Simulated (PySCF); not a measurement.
Working out the ionisation energy of Zn¹²⁺

Zn¹²⁺ [Ar] (1S) → Zn¹³⁺ [Ne] 3s2 3p5 (2P). Computed with PySCF 2.14 in an uncontracted even-tempered set (17 s from 0.81 bohr⁻², ratio 2.5; 11 p from 1.1 bohr⁻², ratio 2.5; 5 d from 7 bohr⁻², ratio 2.7; 4 f from 11 bohr⁻², ratio 2.7), with no relativity, point nucleus. Frozen: 1s2; the 17 highest virtual orbitals dropped. Energies in hartree (1 hartree = 27.21139 eV):

```tsv
part	Zn¹²⁺ (lower)	Zn¹³⁺ (upper)
UHF	-1717.478365	-1702.176395
MP2 opposite-spin	-0.420313	-0.400612
MP2 same-spin	-0.163076	-0.149830
```

What does Hartree-Fock give?

(-1702.176395) − (-1717.478365) = 15.301970 hartree = 416.388 eV.

What do MP2 and SCS-MP2 (6/5 opposite-spin, 1/3 same-spin) give?

The opposite-spin parts differ by 0.536 eV and the same-spin parts by 0.360 eV. MP2: 416.388 + (0.536) + (0.360) = 417.284 eV. SCS-MP2: 416.388 + 1.2 × (0.536) + (0.360)/3 = 417.151 eV.

A first-order spin-orbit estimate adds -1.284 eV to MP2 (outer shells), giving 416.000 eV against 417.6 ± 1.2 eV (semi-empirical (NIST evaluation); NIST Atomic Spectra Database, ionization energies).

The calculation is non-relativistic.

What remains against the reference includes basis incompleteness, the frozen core and correlation beyond second order.
